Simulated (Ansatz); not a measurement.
`O=[C]1[GeH2][CH]1Cl` at its PBE0-D4/def2-TZVP geometry, where that method's forces vanish. Total charge 0; spin multiplicity 1.

```xyz
8

O     1.9698   -1.0693   -0.4234
C     1.0332   -0.5112    0.0348
Ge   -0.9622   -0.7275    0.1916
C     0.3973    0.7905    0.0210
Cl    0.8196    2.0416   -1.1248
H    -1.6314   -1.2497   -1.0834
H    -1.9315   -0.4543    1.3468
H     0.3051    1.1799    1.0374
```

Problem. What forces (eV/Å) does ωB97M-V/def2-TZVPP give on these atoms in the Gaussian-basis code of Ansatz? (An estimate is asked.)

Solution. The calculation gave: 
```
O1   0.095 -0.015 -0.013
C2  -0.114 -0.172  0.048
Ge3 -0.044  0.051 -0.058
C4  -0.214  0.117  0.206
Cl5  0.043  0.064 -0.117
H6   0.060  0.053  0.112
H7   0.121 -0.051 -0.097
H8   0.052 -0.048 -0.081
```
